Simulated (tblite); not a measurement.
B10H11N9 (flake hBN) at step 3 of a GFN2-xTB optimisation (tblite, gas phase), coordinates in Å:

```
  1 B    -0.0018    2.0931   -0.0030
  2 N    -1.2596    2.7761   -0.0036
  3 B    -2.4902    2.0859   -0.0024
  4 N    -2.5156    0.6360   -0.0033
  5 B    -1.2553   -0.0885   -0.0010
  6 N    -0.0005    0.6443    0.0000
  7 B    -3.7524   -0.1056   -0.0024
  8 N    -3.7311   -1.5216    0.0010
  9 B    -2.5213   -2.2515    0.0000
 10 N    -1.2601   -1.5469    0.0016
 11 B     2.4902    2.0837   -0.0014
 12 N     1.2609    2.7750   -0.0004
 13 B     1.2550   -0.0880    0.0016
 14 N     2.5145    0.6354   -0.0010
 15 B     3.7541   -0.1077   -0.0012
 16 N     1.2610   -1.5458    0.0049
 17 B     2.5204   -2.2494    0.0015
 18 N     3.7338   -1.5214   -0.0010
 19 B     0.0003   -2.2427    0.0032
 20 H    -1.2566    3.7847    0.0010
 21 H    -3.5121    2.6697    0.0017
 22 H    -4.7756    0.4840   -0.0010
 23 H    -4.6054   -2.0247    0.0054
 24 H    -2.5200   -3.4310   -0.0017
 25 H     3.5129    2.6695    0.0002
 26 H     1.2550    3.7830    0.0018
 27 H     4.7755    0.4846   -0.0009
 28 H     2.5169   -3.4286    0.0007
 29 H     4.6071   -2.0271   -0.0023
 30 H     0.0011   -3.4244    0.0028
```

Question: What are the forces on the atoms (eV/Å)?

Answer: 
```
  1 B     0.11   -0.54    0.01
  2 N     0.07   -0.24    0.01
  3 B    -0.24   -0.38    0.00
  4 N     0.15    0.05    0.00
  5 B     0.04    0.04    0.01
  6 N    -0.01   -0.23   -0.01
  7 B     0.06    0.47    0.01
  8 N     0.25    0.20    0.00
  9 B     0.51   -0.14    0.00
 10 N     0.11    0.26   -0.01
 11 B     0.28   -0.31    0.01
 12 N    -0.20   -0.29   -0.01
 13 B    -0.05    0.05    0.00
 14 N    -0.07   -0.01    0.00
 15 B    -0.11    0.57    0.00
 16 N    -0.16    0.26   -0.01
 17 B    -0.44   -0.15    0.00
 18 N    -0.30    0.12    0.00
 19 B     0.01   -0.05    0.00
 20 H    -0.04   -0.01   -0.01
 21 H     0.12    0.05    0.00
 22 H     0.09   -0.14    0.00
 23 H     0.03    0.03   -0.01
 24 H    -0.08    0.14    0.00
 25 H    -0.14    0.03    0.00
 26 H     0.06    0.02    0.00
 27 H    -0.09   -0.14    0.00
 28 H     0.09    0.13    0.00
 29 H    -0.05    0.04    0.00
 30 H     0.00    0.20    0.00
```
